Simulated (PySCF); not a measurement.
FRb, triplet, at the geometry of the source list (a higher spin typed on purpose: for a closed-shell molecule this is an excited state) (core potentials on Rb). Base run: PySCF with HF/def2-TZVP.

Here is a job for PySCF.
```python
from pyscf import gto, scf

mol = gto.Mole()
mol.atom = '''
    Rb   -0.587300   -0.484300   -0.793300
    F     0.587300    0.484300    0.793300
'''
mol.basis = 'def2-tzvp'
mol.ecp = {'Rb': 'def2-tzvp'}
mol.charge = 0
mol.spin = 2
mol.verbose = 4
mol.build()

mf = scf.UHF(mol)
mf.kernel()
```

Variants of this job, named by their change:

| change | ΔE vs base (µEh) | fitting functions | dipole (D) | outcome |
|---|---|---|---|---|
| base | 0.0 | - | 2.51 | converged |
| auxbasis = even-tempered beta=2.0 | 25.4 | 346 | 2.51 | converged |
| auxbasis = cc-pvdz-jkfit | - | - | - | input refused |
| only_dfj = on; auxbasis = def2-universal-jfit | -31.7 | 105 | 2.56 | converged |
| auxbasis = default (with mf = mf.density_fit()) | 70.5 | 188 | 2.51 | converged |
| auxbasis = def2-svp-ri | - | - | - | input refused |
| auxbasis = def2-universal-jkfit | 70.5 | 188 | 2.51 | converged |
| exchange = seminumerical (SGX) (with mf = sgx.sgx_fit(mf, auxbasis='def2-universal-jfit'); with mf.with_df.dfj = True) | 105 | 105 | 2.57 | converged |
| auxbasis = even-tempered beta=1.6 | 20.3 | 486 | 2.51 | converged |
| auxbasis = cc-pvqz-jkfit | - | - | - | input refused |

A fitting set is made for a task (jfit for Coulomb, jkfit for Coulomb and exchange, ri for correlation) and for a family of orbital bases.

Open shells are given as the SCF converged; they aren't shown to be the lowest states, and a large step between rows can be another state.

- auxbasis = cc-pvdz-jkfit: ended with `pyscf.lib.exceptions.BasisNotFoundError: Basis set not found for Rb in cc-pvdz-jkfit`
- auxbasis = def2-svp-ri: ended with `pyscf.lib.exceptions.BasisNotFoundError: Basis set not found for Rb in def2-svp-ri`
- auxbasis = cc-pvqz-jkfit: ended with `pyscf.lib.exceptions.BasisNotFoundError: Basis set not found for Rb in cc-pvqz-jkfit`
